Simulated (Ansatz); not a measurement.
The cluster Al6N⁻, relaxed as a singlet with RKS PBE0-D4/def2-SVPD in Ansatz, starting from the GFN2-xTB geometry. Force threshold 0.02 eV/Å.

The restricted singlet is unstable towards broken spin symmetry in Hartree–Fock (as tested in another run); at PBE0-D4/def2-SVPD this wasn't settled. Another isomer (singlet) lies 0.27 eV lower at PBE0-D4/def2-TZVPD; other spin states weren't run for this one.

Start:

Cartesian coordinates in Å:
```
N 0.1117 -0.9238 -0.7661
Al -1.1993 0.1086 -1.5627
Al -0.4959 -1.7317 0.7836
Al -1.5414 0.6589 0.9699
Al 1.8386 -0.2751 -0.7429
Al 0.3511 1.8601 -0.3371
Al 0.9352 0.3030 1.6552
```

```json
{"step": "1", "energy (eV)": "-41039.2477", "largest force component (eV/Å)": "1.451", "SCF passes": "68"}
{"step": "2", "energy (eV)": "-41040.1090", "largest force component (eV/Å)": "2.168", "SCF passes": "40"}
{"step": "3", "energy (eV)": "-41040.6348", "largest force component (eV/Å)": "1.627", "SCF passes": "31"}
{"step": "4", "energy (eV)": "-41040.9730", "largest force component (eV/Å)": "0.766", "SCF passes": "29"}
{"step": "5", "energy (eV)": "-41041.0914", "largest force component (eV/Å)": "0.132", "SCF passes": "27"}
{"step": "6", "energy (eV)": "-41041.0940", "largest force component (eV/Å)": "0.038", "SCF passes": "27"}
{"step": "7", "energy (eV)": "-41041.0944", "largest force component (eV/Å)": "0.079", "SCF passes": "25"}
{"step": "8", "energy (eV)": "-41041.0955", "largest force component (eV/Å)": "0.030", "SCF passes": "26"}
{"step": "9", "energy (eV)": "-41041.0958", "largest force component (eV/Å)": "0.004", "SCF passes": "26"}
```

Force components are those of the run's own axes.

End:

```xyz
7

N     0.0293   -0.3670   -0.3076
Al   -1.2695    0.1323   -1.7013
Al   -0.4800   -1.8901    0.8190
Al   -1.6073    0.5113    0.8893
Al    1.9304   -0.3472   -0.8073
Al    0.4012    1.7909   -0.5107
Al    0.9959    0.1698    1.6186
```

Bonds formed: N1–Al4, N1–Al6, N1–Al7 (atoms count from 1).

No frequencies were taken in this run, so the end may be a saddle point.

It took 35 s on 4 threads of Arm Neoverse V2 on a shared host, peak host memory 0.55 GiB.
